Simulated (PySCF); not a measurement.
**Pt(2+) (platinum, charge +2): UHF calculation**

Configuration: [Xe] 4f14 5d8, high-spin 3F determinant. All numbers are calculated (PySCF 2.14, a scalar-relativistic core potential, in aug-cc-pVTZ-PP with one added diffuse shell each of s, p, d, f, g type with ECP60MDF (7s7p6d4f3g, 113 functions)).

```
Total energy             : -117.617569 hartree
One-electron energy      : -195.6248 hartree
Hartree (Coulomb) energy : 88.4078 hartree
Exchange energy          : -10.4005 hartree
⟨S²⟩                     : 2.0036
⟨L²⟩                     : 12.043
Sum of ⟨r⟩               : 21.23 bohr
Sum of ⟨r²⟩              : 32.92 bohr²
```

```csv
shell,electrons,mean orbital energy (eV),spread (eV),"rms radius, mean of both spins (bohr)"
5s α,1,-141.92,0,1.03
5s β,1,-138.81,0,1.03
5p α,3,-92.402,0,1.19
5p β,3,-88.093,0,1.19
5d α,5,-32.605,1.157,1.67
5d β,3,-30.868,0,1.67
```

Energies and moments cover only the electrons outside the core potential. Spin-orbit coupling, absent here, splits the open shell strongly.
